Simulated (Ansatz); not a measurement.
Cost and result up the ladder for CuAg₂ (3 atoms). Charge 0, multiplicity 2. Geometry: PBE-D4/def2-TZVP.

Cartesian coordinates in Å:
```
Ag -1.656 -1.568 -0.470
Ag 0.450 0.017 -0.652
Cu 1.206 1.551 1.122
```

Ansatz on 4 threads of Intel Xeon on a shared host. Times are rough, and most runs start from the orbitals of an earlier one. r2SCAN0-D4/def2-TZVP serves as the yardstick here, not as an exact answer. Binding counts from free atoms at the same level (Ag doublet, Cu doublet; other spins of the atoms weren't run), without zero-point energy or a counterpoise term.

In the def2 sets Ag takes a core potential; there is no spin–orbit coupling. B3LYP takes the VWN-RPA correlation. Correlated methods freeze 9 core orbitals; core or outer-core shells of Ag are correlated, in sets that lack core-valence functions. No other spin state of charge 0 was run. Another isomer (doublet) lies 0.13 eV lower at PBE0-D4/def2-TZVP; other spin states weren't run for this one.

Correlated methods converge slowly with the basis.

| level | functions | wall time | binding energy per atom (eV) | difference from r2SCAN0-D4/def2-TZVP (eV) | remarks |
| --- | --- | --- | --- | --- | --- |
| PBE-D4/def2-TZVP (with forces) | 125 | 1.7 s | 0.95 | 0.16 | – |
| B3LYP-D4/def2-TZVP | 125 | 2.5 s | 0.82 | 0.03 | – |
| PBE0-D4/def2-TZVP | 125 | 2.9 s | 0.80 | 0.01 | – |
| r2SCAN-D4/def2-TZVP | 125 | 3 s | 0.93 | 0.14 | – |
| r2SCAN0-D4/def2-TZVP | 125 | 4.2 s | 0.79 | 0.00 | – |
| CCSD(T)/def2-TZVP | 125 | 31 s | 0.76 | -0.03 | spin-contaminated (⟨S²⟩ 0.85) |
